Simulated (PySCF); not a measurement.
H4N, SMILES [NH4+], charge +1. Geometry optimised at PBE-D3(BJ)/def2-TZVPD.

Calculation: PBE-D3(BJ)/def2-TZVPD run with PySCF.

Harmonic wavenumbers (cm⁻¹): 1433, 1433, 1433, 1676, 1676, 3296, 3400, 3400, 3400. Rotational constants (GHz): 176.5, 176.5, 176.5; symmetry number 12.

**Question.** Work out the zero-point energy and the ideal-gas rigid-rotor harmonic-oscillator thermochemistry at 298.15 K and 1 atm.

**Answer.** ZPE = ½ Σ hcν = ½ × 21146 cm⁻¹ = 30.23 kcal/mol. H − E(el) = 32.62 kcal/mol. Entropy in cal/(mol K): translation 34.61, rotation 9.79, vibration 0.06, total 44.47. G − E(el) = 19.36 kcal/mol. Cp = 8.31 cal/(mol K).
